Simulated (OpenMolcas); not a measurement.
## What dynamic correlation does to the levels of Cu³⁺

- Program: OpenMolcas 26.06
- Basis: ANO-RCC-VTZP [6s5p3d2f1g]
- Scalar Hamiltonian: DKH2, point nucleus
- Active space: 8 electrons in 10 orbitals (3d 4d)
- State averaging: 2S+1 = 3 even, 10 roots; 2S+1 = 1 even, 15 roots
- Spin-orbit coupling: state interaction with AMFI integrals over the reference wave functions, term energies averaged over their components

Methods on the same reference wave functions:
A. CASSCF
B. SS-CASPT2, IPEA 0.25 Eh, imaginary shift 0.1 Eh (closed shells correlated: 3s 3p)
C. XMS-CASPT2, IPEA 0.25 Eh, imaginary shift 0.1 Eh (closed shells correlated: 3s 3p)

Energies in cm⁻¹ above 3d⁸ ³F₄, the measured ground level; measured values from Sugar and Musgrove, J. Phys. Chem. Ref. Data 19, 527 (1990).

```tsv
Level	A	B	C	Measured
3d⁸ ³F₄	0.0	0.0	0.0	0.0
3d⁸ ³F₃	1807	1809	1809	1861
3d⁸ ³F₂	3025	3000	3000	3078
3d⁸ ¹D₂	19343	16180	16400	16248
3d⁸ ³P₂	23041	19970	19940	19697
3d⁸ ³P₁	23402	20350	20270	20097
3d⁸ ³P₀	23746	20680	20600	20423
3d⁸ ¹G₄	29783	27510	27550	26913
3d⁸ ¹S₀	70934	62390	62910	61456
```

Deviations, from unrounded energies. A percentage is the sum of absolute deviations over the sum of measured energies, with the sign that they share, or ± where signs differ.

```
                        Against measurement  Levels      A     B     C
             mean absolute deviation (cm-1)       8   3200   320   370
      fine structure of the ground term (%)       2   -2.2  -2.6  -2.6
other terms of the ground configuration (%)       6  +15.4  ±1.5  +1.7
```

B lies closest to measurement on these levels and A furthest from it. The largest miss of B in the table is 3d⁸ ¹S₀, by +940 cm-1. The ranking rests on the paired levels alone, and a cruder setting can come out closer through cancelling errors.

Between B and C the level of the table that moves most is 3d⁸ ¹S₀, by 510 cm-1 (lowest in B, highest in C). Moves below CASPT2's spread within the term are not significant.

The mean deviations of B to C differ by less than CASPT2's widest spread within a term (1200 cm-1), so their order carries little weight.

From A to B the spin-free energies of the other terms of 3d⁸ shown, above ³F, scale by factors of 0.83 to 0.92, as is usual when dynamic correlation screens the repulsion within a d or f shell.

The lowest spin-free term lies below A's lowest term by 0.463 hartree in B, 0.465 hartree in C.

Term energies are means over components that CASPT2 splits; among the terms shown or strongly mixed into the levels shown the widest spread is 1200 cm-1 (3d⁸ ³F, C). Active for correlation alone: 4d; no level in the range computed is led by a configuration that fills it, so any true level of that kind is missing. Without dynamic correlation excited terms often stand tens of per cent too high (terms of higher spin than the ground term too low), and those without a measured partner can miss by more than the paired ones (holds for A). Measured partners are found by configuration, term and J. A level has none where our copy of the source lacks it or the pairing is in doubt (some pairs that miss far off the trend of their configuration count as doubtful), and it then counts in no deviation. Only configurations of the active space appear.
